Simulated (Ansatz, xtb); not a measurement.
**Two isomers of C4H8GaN**

Structure a is `C[CH2][GaH][CH2]C#N`, a singlet and structure b is `C[CH2][Ga]([CH3])[C]#N`, a singlet. Both are isolated molecules in the gas phase, relaxed with B3LYP-D3(BJ)/def2-SVP; the shapes shown needn't be the lowest conformers.

a (Å):

```xyz
14

C    -1.1254    1.1540   -2.0916
C    -0.2151    0.5698   -1.0053
C    -2.2905   -2.1505   -1.2297
C    -3.4279   -1.3075   -0.9261
Ga   -0.6465   -1.2721   -0.4224
N    -4.2845   -0.5753   -0.6417
H    -0.8227    2.1779   -2.3687
H    -2.1752    1.1970   -1.7632
H    -1.1007    0.5504   -3.0143
H     0.8434    0.5689   -1.3245
H    -0.2336    1.1968   -0.0948
H     0.1757   -2.1092    0.6284
H    -2.4393   -3.1637   -0.8283
H    -2.1597   -2.2223   -2.3222
```

b (Å):

```yaml
atoms:
  - { symbol: C, position_ang: [0.0903, -1.4768, 0.7777] }
  - { symbol: C, position_ang: [-0.4058, -0.1776, 0.1344] }
  - { symbol: C, position_ang: [0.7475, 3.1408, -0.5816] }
  - { symbol: C, position_ang: [2.6146, 0.9013, 1.0124] }
  - { symbol: Ga, position_ang: [0.8884, 1.3157, 0.1380] }
  - { symbol: N, position_ang: [3.6195, 0.6303, 1.5325] }
  - { symbol: H, position_ang: [-0.6792, -2.2665, 0.7463] }
  - { symbol: H, position_ang: [0.9854, -1.8681, 0.2683] }
  - { symbol: H, position_ang: [0.3685, -1.3286, 1.8333] }
  - { symbol: H, position_ang: [-1.3197, 0.1923, 0.6350] }
  - { symbol: H, position_ang: [-0.7057, -0.3403, -0.9171] }
  - { symbol: H, position_ang: [0.9122, 3.8711, 0.2275] }
  - { symbol: H, position_ang: [1.5401, 3.3037, -1.3304] }
  - { symbol: H, position_ang: [-0.2288, 3.3373, -1.0475] }
```

Quicker runs give these differences E(b) − E(a): GFN2-xTB +6.4 kcal/mol; HF/STO-3G −26.0 kcal/mol (at GFN2-xTB geometries); r2SCAN-D4/def2-SVP −11.8 kcal/mol (at GFN2-xTB geometries).

Question: Which of the two would you expect CCSD(T)/def2-SVP + ΔMP2/def2-TZVPP electronic energies to favour?

Answer: Structure b; the calculation gives E(b) − E(a) = −16.0 kcal/mol.

Level by level:

```tsv
level	geometry	E(b) − E(a) (kcal/mol)	departure from the last row (kcal/mol)	job, with rough time for the two
GFN2-xTB	GFN2-xTB	+6.4	+22.3	optimisation, 0.44 s
HF/STO-3G	GFN2-xTB	−26.0	−10.1	single point, 1.1 s
r2SCAN-D4/def2-SVP	GFN2-xTB	−11.8	+4.1	single point, 3.3 s
B3LYP-D3(BJ)/def2-SVP	B3LYP-D3(BJ)/def2-SVP	−11.4	+4.6	optimisation, 100 s
HF/def2-SVP	B3LYP-D3(BJ)/def2-SVP	−14.7	+1.3	part of the CCSD(T) run
MP2/def2-SVP	B3LYP-D3(BJ)/def2-SVP	−14.5	+1.5	part of the CCSD(T) run
CCSD(T)/def2-SVP	B3LYP-D3(BJ)/def2-SVP	−14.2	+1.7	single point
CCSD(T)/def2-SVP + ΔMP2/def2-TZVPP	B3LYP-D3(BJ)/def2-SVP	−16.0		single point, 49 s
```

As drawn, b has 1 C–Ga, 1 C–H in place of 1 C–C, 1 Ga–H.

GFN2-xTB puts the two in the other order. The largest departure from CCSD(T)/def2-SVP + ΔMP2/def2-TZVPP is that of GFN2-xTB, 22.3 kcal/mol. The last row adds to CCSD(T) the change of the MP2 difference between the two basis sets, here −1.7 kcal/mol.

With thermal terms from frequencies at re-optimised GFN2-xTB minima (ideal gas, soft modes damped towards free rotors, one conformer each, 298.15 K, 1 atm): on the last row, ΔE + ΔZPE = −14.4, ΔH = −13.8, ΔG = −15.1 kcal/mol.

The correlated steps freeze 14 core orbitals; the filled d shell of Ga is correlated, in a basis made for valence electrons. Codes used: Ansatz 0.2.0, xtb 6.7.1; the last row on 2 threads of Intel(R) Xeon(R) 6975P-C (Granite Rapids) on a shared host.
